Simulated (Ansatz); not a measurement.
`N[SiH](N)F` + `N[SiH](S)Cl` → `N[Si@H](F)S[Si@@H](N)Cl` + NH₃  (ligand exchange at the Si–N bond)

Calculated with Ansatz (gas phase, PBE0-D4/def2-TZVP geometries, no zero-point term in ΔE). CCSD(T)/CBS adds triple-zeta CCSD(T) − MP2 to the extrapolated MP2 energy (def2 sets, frozen cores). This one scheme is used for every species. Functionals use def2-TZVPP. B3LYP here is the variant with VWN-RPA as its local correlation; programs differ in this. One conformer a species, not always the lowest.

| level | ΔE (kJ/mol) | difference from CCSD(T)/CBS |
| --- | --- | --- |
| PBE-D4 | -5.5 | -9.6 |
| r2SCAN-D4 | 1.2 | -2.9 |
| PBE0-D4 | -3.2 | -7.3 |
| B3LYP-D4 | 2.1 | -2.0 |
| ωB97X-V | 4.4 | 0.3 |
| ωB97M-V | 4.0 | -0.1 |
| B2PLYP | 12.0 | 7.9 |
| PBE | 4.0 | -0.1 |
| r2SCAN | 4.1 | 0.0 |
| PBE0 | 5.6 | 1.5 |
| B3LYP | 17.1 | 13.0 |
| HF/def2-TZVPP | 23.3 | 19.2 |
| MP2/def2-TZVPP | 2.4 | -1.7 |
| SCS-MP2/def2-TZVPP | 7.9 | 3.8 |
| CCSD/def2-TZVPP | 10.7 | 6.6 |
| CCSD(T)/def2-TZVPP | 6.6 | 2.5 |
| HF/def2-QZVPP | 24.4 | 20.3 |
| MP2/def2-QZVPP | 1.3 | -2.8 |
| SCS-MP2/def2-QZVPP | 7.0 | 2.9 |
| HF/CBS(def2) | 24.6 | 20.5 |
| MP2/CBS(def2) | -0.1 | -4.2 |
| CCSD/CBS(def2) | 8.2 | 4.1 |
| CCSD(T)/CBS | 4.1 | 0 |

Largest T1 diagnostic among the species: 0.011.

The D4 term adds −15.0 kJ/mol with B3LYP and −8.8 kJ/mol with PBE0; it sums over pairs of atoms, weighted by their polarisabilities, and B3LYP, whose exchange is more repulsive, gets the larger term. In def2-TZVPP, CCSD(T) changes the Hartree–Fock value by −16.7 kJ/mol (the triples alone add −4.1 kJ/mol) and MP2 by −20.9 kJ/mol.
